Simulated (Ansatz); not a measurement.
Ansatz (a quantum-chemistry and plane-wave program) input (CCSD(T)/aug-cc-pVDZ):

Ansatz 0.2 input:
```yaml
crystal:
  periodic: [false, false, false]
  atoms:
    - {symbol: C, position_ang: [1.88798504, 0.66839427, -0.01309512]}
    - {symbol: O, position_ang: [0.76101893, -0.21517209, 0.40905698]}
    - {symbol: B, position_ang: [-0.63666897, -0.17554532, -0.03820807]}
    - {symbol: O, position_ang: [-1.33592651, -1.13032569, 0.57133344]}
    - {symbol: O, position_ang: [-0.85677571, 0.78795049, -0.92711474]}
    - {symbol: H, position_ang: [2.24247668, 1.17508925, 0.87833003]}
    - {symbol: H, position_ang: [2.63925245, 0.02805026, -0.46320593]}
    - {symbol: H, position_ang: [1.45829685, 1.35753753, -0.72941139]}
    - {symbol: H, position_ang: [0.98120200, -0.90116435, 1.06071537]}
    - {symbol: H, position_ang: [-2.27565026, -1.24906960, 0.39492690]}
    - {symbol: H, position_ang: [-1.73667674, 0.91729615, -1.29794932]}
basis:
  gaussian:
    orbitals: aug-cc-pVDZ
total_charge: 1
magnetization: {spin_polarized: false}
correlation: {method: ccsd_t, electrons: outside_noble_gas}
output: {forces: true}
```

Output:

```
Functional definition: HF
integrals: 0.60 GiB planned
1625 factors; integrals over basis functions are off by at most 6.9e-4 eV
0.80 GiB of device memory are held for the factors and their scratch space
mean field: 0.82 GiB planned
mean field evaluation 1: about -7898.8466 eV, gradient 6.6e1 eV
mean field evaluation 2: about -7899.0643 eV, gradient 6.6e1 eV
mean field evaluation 4: about -7906.7888 eV, gradient 3.6e0 eV
mean field evaluation 8: about -7906.8454 eV, gradient 1.8e-1 eV
mean field evaluation 16: about -7904.3334 eV, gradient 3.7e1 eV
mean field -7906.84553193 eV, -290.5712138459 hartree, gradient 1.8e-6 eV, S^2 0.000000; 0 other end points of the search recorded, 0 dependent functions left out
5 core orbitals not correlated
reference -7906.84553193 eV, -290.5712138459 hartree; 15, 15 occupied and 149, 149 virtual orbitals, 1625 factors
densities: 9.82 GiB planned
second order -22.16092296 eV of doubles, -0.00000000 eV of singles
coupled cluster: 3.66 GiB planned
cycle   1  -22.46418849 eV  change   -3.0e-1 eV  update   1.0e-1
cycle   2  -22.96548676 eV  change   -5.0e-1 eV  update   2.7e-2
cycle   3  -23.09214528 eV  change   -1.3e-1 eV  update   1.4e-2
cycle   4  -23.08319890 eV  change    8.9e-3 eV  update   2.8e-3
cycle   5  -23.08258124 eV  change    6.2e-4 eV  update   1.0e-3
cycle   6  -23.08313614 eV  change   -5.5e-4 eV  update   2.8e-4
cycle   7  -23.08295727 eV  change    1.8e-4 eV  update   9.6e-5
cycle   8  -23.08288548 eV  change    7.2e-5 eV  update   3.0e-5
cycle   9  -23.08288898 eV  change   -3.5e-6 eV  update   1.0e-5
perturbative correction -0.65576132 eV, -0.0240987842 hartree
the calculation of the forces begins
0.80 GiB of device memory are held for the factors and their scratch space
Total energy: -7930.58418223 eV, -291.4435931539 hartree
Atom 0 at     1.887985     0.668394    -0.013095 Å, force    -0.040505    -0.033148     0.016362 eV/Å
Atom 1 at     0.761019    -0.215172     0.409057 Å, force     0.165614    -0.125910     0.156638 eV/Å
Atom 2 at    -0.636669    -0.175545    -0.038208 Å, force    -0.135635     0.003145    -0.042805 eV/Å
Atom 3 at    -1.335927    -1.130326     0.571333 Å, force    -0.148131    -0.649730     0.511720 eV/Å
Atom 4 at    -0.856776     0.787950    -0.927115 Å, force     0.210742     0.656690    -0.499153 eV/Å
Atom 5 at     2.242477     1.175089     0.878330 Å, force     0.143243     0.212279     0.398242 eV/Å
Atom 6 at     2.639252     0.028050    -0.463206 Å, force     0.318040    -0.293039    -0.192761 eV/Å
Atom 7 at     1.458297     1.357538    -0.729411 Å, force    -0.220963     0.298263    -0.320373 eV/Å
Atom 8 at     0.981202    -0.901164     1.060715 Å, force     0.012173    -0.070060     0.063503 eV/Å
Atom 9 at    -2.275650    -1.249070     0.394927 Å, force    -0.136710     0.062142    -0.093566 eV/Å
Atom 10 at    -1.736677     0.917296    -1.297949 Å, force    -0.167868    -0.060632     0.002192 eV/Å
Dipole moment:     0.112405    -0.036982     0.064865 e Å
```

It need not be the lowest isomer of its formula.
